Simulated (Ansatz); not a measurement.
Nudged elastic band run: Cl₂FGeH₃OS

input.yaml

```yaml
crystal:
  periodic: [false, false, false]
  atoms:
    - { symbol: Ge, position_ang: [-0.157068, -0.099568, -0.019704] }
    - { symbol: O, position_ang: [-0.248763, -0.07898, 1.731482] }
    - { symbol: H, position_ang: [-0.842656, -0.782214, 2.031208] }
    - { symbol: Cl, position_ang: [1.806379, -0.445383, -0.735535] }
    - { symbol: Cl, position_ang: [-1.083719, 1.552445, -0.957681] }
    - { symbol: F, position_ang: [-1.087706, -1.490646, -0.45244] }
    - { symbol: S, position_ang: [1.633583, 2.573239, 1.465703] }
    - { symbol: H, position_ang: [2.74879, 1.813189, 1.454711] }
    - { symbol: H, position_ang: [1.025259, 1.764619, 2.357657] }
basis:
  gaussian: { orbitals: def2-SVP }
hamiltonian:
  xc: pbe0
  dispersion: d4
neb:
  order_check: false
  images: 7
  f_tol: 0.05
  max_iterations: 60
  final_atoms:
    - { symbol: Ge, position_ang: [0.22439021, 0.85881698, -0.40912518] }
    - { symbol: O, position_ang: [0.62292151, -0.00792809, 2.65738566] }
    - { symbol: H, position_ang: [1.01775634, -0.83442188, 2.35208191] }
    - { symbol: Cl, position_ang: [1.26631365, -0.99071961, -0.70054301] }
    - { symbol: Cl, position_ang: [-0.49620957, 1.53623196, -2.28969068] }
    - { symbol: F, position_ang: [-1.17219474, 0.37139466, 0.51622635] }
    - { symbol: S, position_ang: [1.33909333, 2.37953735, 0.65371538] }
    - { symbol: H, position_ang: [1.2851701, 1.55126586, 1.7489538] }
    - { symbol: H, position_ang: [-0.29314182, -0.05747622, 2.34639676] }
  initial_path:
    images:
      - { positions_ang: [[-0.157068, -0.099568, -0.019704], [-0.248763, -0.07898, 1.731482], [-0.842656, -0.782214, 2.031208], [1.806379, -0.445383, -0.735535], [-1.083719, 1.552445, -0.957681], [-1.087706, -1.490646, -0.45244], [1.633583, 2.573239, 1.465703], [2.74879, 1.813189, 1.454711], [1.025259, 1.764619, 2.357657]] }
      - { positions_ang: [[-0.11829437, -0.07624624, -0.01339584], [-0.1874606, -0.05502869, 1.82996204], [-0.86065109, -0.650798, 2.13961174], [1.87779752, -0.34011408, -0.73466583], [-1.07238157, 1.61483675, -0.90683522], [-1.01562618, -1.46283776, -0.47421305], [1.56127026, 2.43312239, 1.29644544], [2.6662331, 1.75521558, 1.48501401], [0.94321194, 1.58855105, 2.2534777]] }
      - { positions_ang: [[-0.07952074, -0.05292448, -0.00708767], [-0.12615821, -0.03107739, 1.92844207], [-0.87864617, -0.519382, 2.24801549], [1.94921604, -0.23484516, -0.73379666], [-1.06104414, 1.67722851, -0.85598945], [-0.94354636, -1.43502951, -0.49598609], [1.48895751, 2.29300578, 1.12718789], [2.5836762, 1.69724215, 1.51531703], [0.86116487, 1.41248309, 2.14929839]] }
      - { positions_ang: [[-0.04074711, -0.02960271, -0.00077951], [-0.06485581, -0.00712608, 2.02692211], [-0.89664126, -0.387966, 2.35641923], [2.02063456, -0.12957623, -0.73292749], [-1.04970672, 1.73962026, -0.80514367], [-0.87146654, -1.40722127, -0.51775914], [1.41664477, 2.15288917, 0.95793033], [2.5011193, 1.63926873, 1.54562004], [0.77911781, 1.23641514, 2.04511909]] }
      - { positions_ang: [[-0.00197349, -0.00628095, 0.00552866], [-0.00355341, 0.01682522, 2.12540215], [-0.91463634, -0.25655, 2.46482297], [2.09205308, -0.02430731, -0.73205832], [-1.03836929, 1.80201202, -0.7542979], [-0.79938671, -1.37941302, -0.53953218], [1.34433203, 2.01277256, 0.78867278], [2.4185624, 1.5812953, 1.57592306], [0.69707075, 1.06034718, 1.94093979]] }
      - { positions_ang: [[0.05461744, 0.20999353, -0.0981348], [0.15306532, 0.0106369, 2.25839803], [-0.43153817, -0.40101797, 2.43663771], [1.88561822, -0.26591039, -0.72417949], [-0.90282936, 1.735567, -1.13814609], [-0.89258872, -0.9417111, -0.27559255], [1.34302235, 2.10446376, 0.75493343], [2.13521432, 1.57378794, 1.61918074], [0.4495176, 0.78089133, 2.04230403]] }
      - { positions_ang: [[0.11120836, 0.42626802, -0.20179826], [0.30968405, 0.00444857, 2.39139391], [0.05156, -0.54548594, 2.40845244], [1.67918336, -0.50751346, -0.71630066], [-0.76728943, 1.66912199, -1.52199429], [-0.98579072, -0.50400918, -0.01165292], [1.34171268, 2.19615496, 0.72119408], [1.85186625, 1.56628058, 1.66243843], [0.20196446, 0.50143548, 2.14366827]] }
      - { positions_ang: [[0.16779928, 0.6425425, -0.30546172], [0.46630278, -0.00173976, 2.52438978], [0.53465817, -0.68995391, 2.38026717], [1.47274851, -0.74911654, -0.70842183], [-0.6317495, 1.60267697, -1.90584248], [-1.07899273, -0.06630726, 0.25228672], [1.340403, 2.28784615, 0.68745473], [1.56851818, 1.55877322, 1.70569611], [-0.04558868, 0.22197963, 2.24503252]] }
      - { positions_ang: [[0.22439021, 0.85881698, -0.40912518], [0.62292151, -0.00792809, 2.65738566], [1.01775634, -0.83442188, 2.35208191], [1.26631365, -0.99071961, -0.70054301], [-0.49620957, 1.53623196, -2.28969068], [-1.17219474, 0.37139466, 0.51622635], [1.33909333, 2.37953735, 0.65371538], [1.2851701, 1.55126586, 1.7489538], [-0.29314182, -0.05747622, 2.34639676]] }
```

Launched with:

```bash
$ ansatz run input.yaml --threads 4 --pin off --max-ram 5120MiB --backend cpu --events-out ev --progress --plain --runs-dir out
```

Output, in part (warnings, iteration lines, the closing report on the highest movable image, with atoms numbered from 0):

```
NEB end point (image 0): max|allowed force component| = 2.813e-2 eV/Å (the criterion of neb.relax_end_points is 1.000e-2)
NEB end point (image 8): max|allowed force component| = 2.142e-2 eV/Å (the criterion of neb.relax_end_points is 1.000e-2)
NEB iter   1: max|band force component| = 8.842e1 eV/Å  barrier→ = 25.4497 eV  barrier← = 25.9343 eV  Δτ_max = 0.2000 Å  (246 SCF iters)
NEB iter   2: max|band force component| = 2.717e1 eV/Å  barrier→ = 6.9857 eV  barrier← = 7.4703 eV  Δτ_max = 0.2000 Å  (232 SCF iters)
NEB iter   3: max|band force component| = 1.744e1 eV/Å  barrier→ = 2.6562 eV  barrier← = 3.1408 eV  Δτ_max = 0.2000 Å  (231 SCF iters)
NEB iter   4: max|band force component| = 7.191e0 eV/Å  barrier→ = 1.0083 eV  barrier← = 1.4929 eV  Δτ_max = 0.1965 Å  (219 SCF iters)
NEB iter   5: max|band force component| = 3.926e0 eV/Å  barrier→ = 1.0888 eV  barrier← = 1.5734 eV  Δτ_max = 0.1948 Å  (215 SCF iters)
NEB iter   6: max|band force component| = 3.748e0 eV/Å  barrier→ = 1.1438 eV  barrier← = 1.6285 eV  Δτ_max = 0.2000 Å  (211 SCF iters)
NEB iter   7: max|band force component| = 2.878e0 eV/Å  barrier→ = 1.0575 eV  barrier← = 1.5421 eV  Δτ_max = 0.1904 Å  (206 SCF iters)
NEB iter   8: max|band force component| = 5.951e0 eV/Å  barrier→ = 0.9509 eV  barrier← = 1.4355 eV  Δτ_max = 0.1057 Å  (213 SCF iters)
NEB iter   9: max|band force component| = 1.357e0 eV/Å  barrier→ = 0.8660 eV  barrier← = 1.3507 eV  Δτ_max = 0.2000 Å  (209 SCF iters)
NEB iter  10: max|band force component| = 6.874e-1 eV/Å  barrier→ = 0.7922 eV  barrier← = 1.2769 eV  Δτ_max = 0.1888 Å  (210 SCF iters)
NEB iter  11: max|band force component| = 7.599e-1 eV/Å  barrier→ = 0.7119 eV  barrier← = 1.1965 eV  Δτ_max = 0.0947 Å  (201 SCF iters)
NEB iter  12: max|band force component| = 1.368e0 eV/Å  barrier→ = 0.5771 eV  barrier← = 1.0617 eV  Δτ_max = 0.0467 Å  (207 SCF iters)
NEB iter  13: max|band force component| = 6.023e-1 eV/Å  barrier→ = 0.5662 eV  barrier← = 1.0508 eV  Δτ_max = 0.0933 Å  (208 SCF iters)
NEB iter  14: max|band force component| = 6.135e-1 eV/Å  barrier→ = 0.6002 eV  barrier← = 1.0849 eV  CI = image 2  Δτ_max = 0.1887 Å  (205 SCF iters)
NEB iter  15: max|band force component| = 6.718e-1 eV/Å  barrier→ = 0.6574 eV  barrier← = 1.1421 eV  CI = image 2  Δτ_max = 0.0955 Å  (208 SCF iters)
NEB iter  16: max|band force component| = 6.283e-1 eV/Å  barrier→ = 0.6789 eV  barrier← = 1.1636 eV  CI = image 2  Δτ_max = 0.0962 Å  (210 SCF iters)
NEB iter  17: max|band force component| = 5.074e-1 eV/Å  barrier→ = 0.7043 eV  barrier← = 1.1889 eV  CI = image 2  Δτ_max = 0.0938 Å  (208 SCF iters)
NEB iter  18: max|band force component| = 2.945e-1 eV/Å  barrier→ = 0.7012 eV  barrier← = 1.1858 eV  CI = image 2  Δτ_max = 0.0937 Å  (209 SCF iters)
NEB iter  19: max|band force component| = 1.970e-1 eV/Å  barrier→ = 0.6919 eV  barrier← = 1.1766 eV  CI = image 2  Δτ_max = 0.0936 Å  (209 SCF iters)
NEB iter  20: max|band force component| = 1.825e-1 eV/Å  barrier→ = 0.6910 eV  barrier← = 1.1756 eV  CI = image 2  Δτ_max = 0.0691 Å  (205 SCF iters)
NEB iter  21: max|band force component| = 1.696e-1 eV/Å  barrier→ = 0.6887 eV  barrier← = 1.1733 eV  CI = image 2  Δτ_max = 0.0771 Å  (209 SCF iters)
NEB iter  22: max|band force component| = 1.821e-1 eV/Å  barrier→ = 0.6872 eV  barrier← = 1.1718 eV  CI = image 2  Δτ_max = 0.0391 Å  (208 SCF iters)
NEB iter  23: max|band force component| = 1.333e-1 eV/Å  barrier→ = 0.6861 eV  barrier← = 1.1707 eV  CI = image 2  Δτ_max = 0.0392 Å  (197 SCF iters)
NEB iter  24: max|band force component| = 7.669e-2 eV/Å  barrier→ = 0.6857 eV  barrier← = 1.1703 eV  CI = image 2  Δτ_max = 0.0392 Å  (206 SCF iters)
NEB iter  25: max|band force component| = 8.477e-2 eV/Å  barrier→ = 0.6856 eV  barrier← = 1.1702 eV  CI = image 2  Δτ_max = 0.0195 Å  (189 SCF iters)
NEB iter  26: max|band force component| = 4.850e-2 eV/Å  barrier→ = 0.6855 eV  barrier← = 1.1702 eV  CI = image 2  Δτ_max = 0.0000 Å  (390 SCF iters)
Total energy: -97169.31244058 eV, -3570.9063684658 hartree
Atom 0 at     0.191783     0.277225     0.039154 Å, force    -0.000392     0.002066    -0.001948 eV/Å
Atom 1 at    -0.032779     0.050873     1.898515 Å, force     0.005629     0.017838     0.016027 eV/Å
Atom 2 at    -0.775466    -0.463384     2.252700 Å, force    -0.000370    -0.007045    -0.009817 eV/Å
Atom 3 at     2.000218    -0.412275    -0.888345 Å, force    -0.001626     0.002200     0.002999 eV/Å
Atom 4 at    -1.113435     1.640974    -0.979631 Å, force     0.002668    -0.000840     0.001701 eV/Å
Atom 5 at    -0.762592    -1.167774    -0.200135 Å, force    -0.005764    -0.006138    -0.000853 eV/Å
Atom 6 at     1.317043     2.192926     1.216323 Å, force     0.002993    -0.000014     0.001926 eV/Å
Atom 7 at     2.491014     1.550625     1.410561 Å, force     0.000079     0.001860    -0.001228 eV/Å
Atom 8 at     0.478313     1.137512     2.126258 Å, force    -0.003217    -0.009926    -0.008807 eV/Å
Dipole moment:     0.070939     0.045981     0.737500 e Å
```

The forces met the threshold. A vibrational analysis at the climbing image gives one clearly imaginary mode, 1008i cm⁻¹: a first-order saddle point. The orbitals stay closed-shell, which can raise the energy where a bond breaks towards radicals; this wasn't checked here.

Final band (atoms are numbered from 1 in the order of the input):

| image | path coordinate (Å) | energy (eV) | Ge1–O2 (Å) | S7–H9 (Å) | Ge1–S7 (Å) |
| --- | --- | --- | --- | --- | --- |
| 0 | 0.00 | 0.00 | 1.75 | 1.35 | 3.54 |
| 1 | 0.75 | 0.14 | 1.78 | 1.36 | 2.93 |
| 2 | 1.50 | 0.69 | 1.89 | 1.63 | 2.51 |
| 3 | 2.38 | 0.17 | 2.21 | 2.46 | 2.27 |
| 4 | 3.26 | -0.04 | 2.79 | 2.66 | 2.21 |
| 5 | 4.14 | -0.27 | 3.23 | 2.96 | 2.18 |
| 6 | 5.02 | -0.40 | 3.46 | 3.43 | 2.17 |
| 7 | 5.91 | -0.42 | 3.41 | 3.37 | 2.17 |
| 8 | 6.80 | -0.48 | 3.21 | 3.39 | 2.16 |

Run time: 8.1 min on 4 threads of Arm Neoverse V1 (shared host), peak memory 0.37 GiB.
